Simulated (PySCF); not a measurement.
C2H7ISi, singlet, at a GFN2-xTB geometry (core potentials on I); DF-PBE/def2-TZVPPD run with PySCF.

The PySCF input:
```python
from pyscf import gto, scf, dft

mol = gto.Mole()
mol.atom = '''
    Si    0.25482074   -1.14008795   -0.79906921
    C    -1.28041900   -2.21115180   -0.52971153
    C     1.79850975   -1.89066017   -0.00511836
    I    -0.16402335    1.03400679    0.33097204
    H     0.45819258   -0.79571766   -2.20308141
    H    -1.17334310   -3.17928128   -1.01052422
    H    -1.46120685   -2.38446146    0.52824487
    H    -2.16624638   -1.73439119   -0.93974615
    H     2.65533704   -1.23250327   -0.11823648
    H     1.65344107   -2.06025175    1.05892394
    H     2.05102810   -2.84365026   -0.46115032
'''
mol.basis = 'def2-tzvppd'
mol.ecp = {'I': 'def2-tzvppd'}
mol.verbose = 4
mol.max_memory = 1800
mol.build()

mf = dft.RKS(mol)
mf.xc = 'pbe'
mf = mf.density_fit(auxbasis='def2-universal-jkfit')
mf.kernel()
```

It wrote (shortened):

```
PySCF version 2.14.0

[INPUT] verbose = 4
[INPUT] num. atoms = 11
[INPUT] num. electrons = 58
[INPUT] charge = 0
[INPUT] spin (= nelec alpha-beta = 2S) = 0
[INPUT] symmetry False subgroup None
[INPUT] Mole.unit = angstrom
[INPUT] Symbol           X                Y                Z      unit          X                Y                Z       unit  Magmom
[INPUT]  1 Si     0.254820740000  -1.140087950000  -0.799069210000 AA    0.481541409459  -2.154453983417  -1.510021961473 Bohr   0.0
[INPUT]  2 C     -1.280419000000  -2.211151800000  -0.529711530000 AA   -2.419641234689  -4.178471321839  -1.001009716724 Bohr   0.0
[INPUT]  3 C      1.798509750000  -1.890660170000  -0.005118360000 AA    3.398690859860  -3.572829915924  -0.009672298607 Bohr   0.0
[INPUT]  4 I     -0.164023350000   1.034006790000   0.330972040000 AA   -0.309959209534   1.953989644041   0.625446510489 Bohr   0.0
[INPUT]  5 H      0.458192580000  -0.795717660000  -2.203081410000 AA    0.865858488508  -1.503688449880  -4.163220495021 Bohr   0.0
[INPUT]  6 H     -1.173343100000  -3.179281280000  -1.010524220000 AA   -2.217297109148  -6.007970892157  -1.909614018040 Bohr   0.0
[INPUT]  7 H     -1.461206850000  -2.384461460000   0.528244870000 AA   -2.761280757838  -4.505979113981   0.998238131006 Bohr   0.0
[INPUT]  8 H     -2.166246380000  -1.734391190000  -0.939746150000 AA   -4.093612376530  -3.277524341958  -1.775862850114 Bohr   0.0
[INPUT]  9 H      2.655337040000  -1.232503270000  -0.118236480000 AA    5.017859774013  -2.329093627931  -0.223434565133 Bohr   0.0
[INPUT] 10 H      1.653441070000  -2.060251750000   1.058923940000 AA    3.124550785408  -3.893311555156   2.001076233345 Bohr   0.0
[INPUT] 11 H      2.051028100000  -2.843650260000  -0.461150320000 AA    3.875881382787  -5.373720185448  -0.871447807056 Bohr   0.0

nuclear repulsion = 248.909472332769
number of shells = 110
number of NR pGTOs = 410
number of NR cGTOs = 300
basis = def2-tzvppd
ecp = {'I': 'def2-tzvppd'}

******** <class 'pyscf.df.df_jk.DFRKS'> ********
method = DFRKS
initial guess = minao
damping factor = 0
level_shift factor = 0
DIIS = <class 'pyscf.scf.diis.CDIIS'>
diis_start_cycle = 1
diis_space = 8
diis_damp = 0
SCF conv_tol = 1e-09
SCF conv_tol_grad = None
SCF max_cycles = 50
direct_scf = False
XC library pyscf.dft.libxc version 7.1.2
    S. Lehtola, C. Steigemann, M. J. T. Oliveira, and M. A. L. Marques,  SoftwareX 7, 1–5 (2018)
XC functionals = pbe
    J. P. Perdew, K. Burke, and M. Ernzerhof,  Phys. Rev. Lett. 77, 3865 (1996)
    J. P. Perdew, K. Burke, and M. Ernzerhof,  Phys. Rev. Lett. 78, 1396 (1997)
    J. P. Perdew, K. Burke, and M. Ernzerhof,  Phys. Rev. Lett. 77, 3865 (1996)
    J. P. Perdew, K. Burke, and M. Ernzerhof,  Phys. Rev. Lett. 78, 1396 (1997)
radial grids:
    Treutler-Ahlrichs [JCP 102, 346 (1995); DOI:10.1063/1.469408] (M4) radial grids

becke partition: Becke, JCP 88, 2547 (1988); DOI:10.1063/1.454033
pruning grids: <function nwchem_prune>
grids dens level: 3
symmetrized grids: False
atomic radii adjust function: <function treutler_atomic_radii_adjust>
small_rho_cutoff = 0
Set gradient conv threshold to 3.16228e-05
Initial guess from minao.
tot grids = 138032
init E= -625.299857637135
  HOMO = -0.605669655928975  LUMO = -0.537924092523535  gap/eV = 1.84345
cycle= 1 E= -664.882295017024  delta_E= -39.6  |g|= 3.92  |ddm|= 21.3
  HOMO = -0.0204985822803808  LUMO = -0.00737419414710154  gap/eV = 0.35713
cycle= 2 E= -655.757126361041  delta_E= 9.13  |g|= 5.64  |ddm|= 97.9
  HOMO = -0.229050252358155  LUMO = -0.183474381693571  gap/eV = 1.24018
cycle= 3 E= -665.974089867527  delta_E= -10.2  |g|= 1.94  |ddm|= 97.5
  HOMO = -0.236005928270666  LUMO = -0.0804265636288206  gap/eV = 4.23353
cycle= 4 E= -667.237034754476  delta_E= -1.26  |g|= 0.895  |ddm|= 2.93
  HOMO = -0.179723374970623  LUMO = -0.0239019573924899  gap/eV = 4.24012
cycle= 5 E= -667.381667527629  delta_E= -0.145  |g|= 0.492  |ddm|= 0.898
  HOMO = -0.226336933033995  LUMO = -0.0411258677719321  gap/eV = 5.03985
cycle= 6 E= -667.445420057915  delta_E= -0.0638  |g|= 0.101  |ddm|= 0.46
  HOMO = -0.23492701399464  LUMO = -0.0438661767264454  gap/eV = 5.19903
cycle= 7 E= -667.44754085991  delta_E= -0.00212  |g|= 0.0533  |ddm|= 0.159
  HOMO = -0.230313549585509  LUMO = -0.0426067349666168  gap/eV = 5.10776
cycle= 8 E= -667.448288828274  delta_E= -0.000748  |g|= 0.0139  |ddm|= 0.0657
  HOMO = -0.229123144171688  LUMO = -0.0415284456412938  gap/eV = 5.10471
cycle= 9 E= -667.448325461093  delta_E= -3.66e-05  |g|= 0.00349  |ddm|= 0.0159
  HOMO = -0.22927321916629  LUMO = -0.0417708892320705  gap/eV = 5.10220
cycle= 10 E= -667.448327605789  delta_E= -2.14e-06  |g|= 0.00163  |ddm|= 0.0042
  HOMO = -0.229309625434482  LUMO = -0.0417602694576632  gap/eV = 5.10348
cycle= 11 E= -667.448328106803  delta_E= -5.01e-07  |g|= 0.000178  |ddm|= 0.00165
  HOMO = -0.229300179004817  LUMO = -0.0417557645580728  gap/eV = 5.10334
cycle= 12 E= -667.448328111665  delta_E= -4.86e-09  |g|= 2.92e-05  |ddm|= 0.000297
  HOMO = -0.229301703981313  LUMO = -0.0417565221868852  gap/eV = 5.10336
cycle= 13 E= -667.448328111913  delta_E= -2.49e-10  |g|= 1.11e-05  |ddm|= 5.78e-05
  HOMO = -0.229300560521971  LUMO = -0.0417552974438082  gap/eV = 5.10337
Extra cycle  E= -667.448328111911  delta_E= 2.96e-12  |g|= 1.31e-05  |ddm|= 2.58e-05
converged SCF energy = -667.448328111911
```
